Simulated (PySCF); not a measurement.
Species: C₉H₉NSe.
Atom-mapped SMILES: `[CH:1]#[C:2][C@@:3]1([CH3:4])[CH:5]=[CH:6][Se:7][C@@H:8]([C:9]#[N:10])[CH2:11]1` (hydrogens: H12 on C1; H13, H14, H15 on C4; H16 on C5; H17 on C6; H18 on C8; H19, H20 on C11)

Cartesian coordinates in Å at the PBE0-D3(BJ)/def2-SVP level; atoms count from 1:
```xyz
20
C9H9NSe angstrom
C     -1.294   -0.847    1.518
C     -0.867   -0.699    0.395
C     -0.382   -0.530   -0.983
C     -1.214   -1.442   -1.905
C     -0.615    0.908   -1.395
C      0.301    1.852   -1.629
Se     2.171    1.704   -1.443
C      2.141   -0.024   -0.501
C      2.050    0.181    0.938
N      2.039    0.340    2.085
C      1.094   -0.960   -1.102
H     -1.639   -0.961    2.528
H     -2.282   -1.199   -1.820
H     -1.081   -2.497   -1.625
H     -0.904   -1.307   -2.952
H     -1.668    1.186   -1.506
H     -0.009    2.851   -1.948
H      3.139   -0.446   -0.700
H      1.199   -1.954   -0.640
H      1.336   -1.066   -2.171
```

Method used: PySCF, PBE0-D3(BJ)/def2-SVP geometry optimisation, gas phase.

Masses are those of the commonest isotopes; rigid-rotor values at the optimised geometry. The values belong to one conformer with, in the numbering `[CH:1]#[C:2][C@@:3]1([CH3:4])[CH:5]=[CH:6][Se:7][C@@H:8]([C:9]#[N:10])[CH2:11]1`, C2–C3–C5–C6 112°, C5–C6–Se7–C8 -11°, C6–Se7–C8–C9 -89°, Se7–C8–C11–C3 -65°.

What are A, B and C (MHz)?

Ia = 415.38, Ib = 719.23, Ic = 931.62 u·Å²; 505379 MHz·u·Å²/I gives A = 1217, B = 702.7, C = 542.5 MHz.

What kind of rotor is it?

An asymmetric top. Ray's parameter κ = (2B − A − C)/(A − C) = -0.525; −1 is the prolate and +1 the oblate limit.

Is it planar, by Δ = Ic − Ia − Ib?

Not planar: Δ = Ic − Ia − Ib = -202.99 u·Å². For a rigid frame Δ = −2 Σ m c², so Σ m c² = 101.49 u·Å² lies off the ab plane: 23.60 from hydrogen and 77.90 from heavier atoms. The atom farthest from that plane is 2.03 Å away.

Give the other two planar moments, Paa and Pbb, and the rms extents of the mass along the axes.

Paa = Σ m a² = (Ib + Ic − Ia)/2 = 617.73 and Pbb = Σ m b² = (Ia + Ic − Ib)/2 = 313.88 u·Å². With the mass M = 210.99 u, the rms extents √(P/M) along a, b and c are 1.71, 1.22, 0.69 Å.

Which lines would a microwave search look for?

The dipole components are |μa| = 0.34 D, |μb| = 3.45 D, |μc| = 1.77 D. The squared components, which scale the intensities, stand as 0.01 : 1.00 : 0.26 (a : b : c). Some lines, for components of 0.1 D or more:

```json
{"type": "b", "branch": "Q", "J(Ka,Kc)": "1(1,0) ← 1(0,1)", "MHz": "674", "lower level (cm⁻¹)": "0.042"}
{"type": "a", "branch": "R", "J(Ka,Kc)": "1(0,1) ← 0(0,0)", "MHz": "1245", "lower level (cm⁻¹)": "0.000"}
{"type": "b", "branch": "Q", "J(Ka,Kc)": "3(2,1) ← 3(1,2)", "MHz": "1476", "lower level (cm⁻¹)": "0.284"}
{"type": "c", "branch": "Q", "J(Ka,Kc)": "2(2,1) ← 2(1,1)", "MHz": "1542", "lower level (cm⁻¹)": "0.152"}
{"type": "b", "branch": "Q", "J(Ka,Kc)": "2(2,0) ← 2(1,1)", "MHz": "1574", "lower level (cm⁻¹)": "0.152"}
{"type": "a", "branch": "R", "J(Ka,Kc)": "2(1,2) ← 1(1,1)", "MHz": "2330", "lower level (cm⁻¹)": "0.059"}
{"type": "b", "branch": "R", "J(Ka,Kc)": "3(1,2) ← 2(2,1)", "MHz": "2411", "lower level (cm⁻¹)": "0.204"}
{"type": "a", "branch": "R", "J(Ka,Kc)": "2(0,2) ← 1(0,1)", "MHz": "2458", "lower level (cm⁻¹)": "0.042"}
{"type": "b", "branch": "R", "J(Ka,Kc)": "2(1,2) ← 1(0,1)", "MHz": "2844", "lower level (cm⁻¹)": "0.042"}
{"type": "c", "branch": "R", "J(Ka,Kc)": "2(1,1) ← 1(0,1)", "MHz": "3325", "lower level (cm⁻¹)": "0.042"}
{"type": "a", "branch": "R", "J(Ka,Kc)": "3(2,1) ← 2(2,0)", "MHz": "3856", "lower level (cm⁻¹)": "0.205"}
{"type": "c", "branch": "R", "J(Ka,Kc)": "3(1,2) ← 2(0,2)", "MHz": "4820", "lower level (cm⁻¹)": "0.124"}
{"type": "c", "branch": "R", "J(Ka,Kc)": "3(2,1) ← 2(1,1)", "MHz": "5430", "lower level (cm⁻¹)": "0.152"}
{"type": "c", "branch": "R", "J(Ka,Kc)": "3(2,2) ← 2(1,2)", "MHz": "5758", "lower level (cm⁻¹)": "0.136"}
{"type": "b", "branch": "R", "J(Ka,Kc)": "3(3,1) ← 2(2,0)", "MHz": "6692", "lower level (cm⁻¹)": "0.205"}
{"type": "c", "branch": "R", "J(Ka,Kc)": "3(3,1) ← 2(2,1)", "MHz": "6724", "lower level (cm⁻¹)": "0.204"}
```

Estimate the classical rotational partition function at 10 K, 298.15 K and 500 K.

Point group C1, symmetry number σ = 1; q = (√π/σ)·√((kT/h)³/(ABC)), k/h = 20836.6 MHz/K: 7830 at 10 K, 1270000 at 298.15 K, 2770000 at 500 K.

No PBE0-D3(BJ)/def2-SVP frequencies stand behind this structure, so it isn't proved a minimum. Constants of a rigid frame at the computed geometry: no zero-point averaging, no centrifugal distortion. A rigid rotor knows nothing of internal rotation, which can split or shift real lines. Quadrupole hyperfine structure (14N) is left out.
